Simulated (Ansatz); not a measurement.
Total energies of (NaCl)2 ring (Na₂Cl₂) from Ansatz at PBE-D4/def2-TZVP, gas phase (1 Eh = 27.2114 eV = 2625.5 kJ/mol). The reference geometry is relaxed at B3LYP-D4/def2-TZVP.

```xyz
4

Na   -1.293    0.215    0.889
Cl    0.331    1.952    0.010
Na    1.293   -0.215   -0.889
Cl   -0.331   -1.952   -0.010
```

```csv
state,geometry,energy (Eh)
charge 0 singlet,reference,-1244.61470
charge 1 doublet,reference,-1244.28216
charge 1 doublet,relaxed at B3LYP-D4/def2-TZVP,-1244.31500
```

(1) Work out the vertical ionisation energy to the doublet.

(2) How much does the charge 1 doublet relax, and what is the adiabatic ionisation energy?

(1) E(charge 1 doublet) − E(charge 0 singlet) = -1244.28216 − (-1244.61470) = 0.33254 Eh = 9.05 eV. For comparison, −ε of the highest occupied level is 6.03 eV at this level, 3.02 eV less.

(2) Relaxation: -1244.28216 − (-1244.31500) = 0.03284 Eh = 0.89 eV. Adiabatic ionisation energy: 0.29970 Eh = 8.16 eV, without zero-point energy. In the charge 1 doublet, Cl2 and Cl4 lie 2.71 Å apart (atoms count from 1), so these atoms are partly bonded to each other.
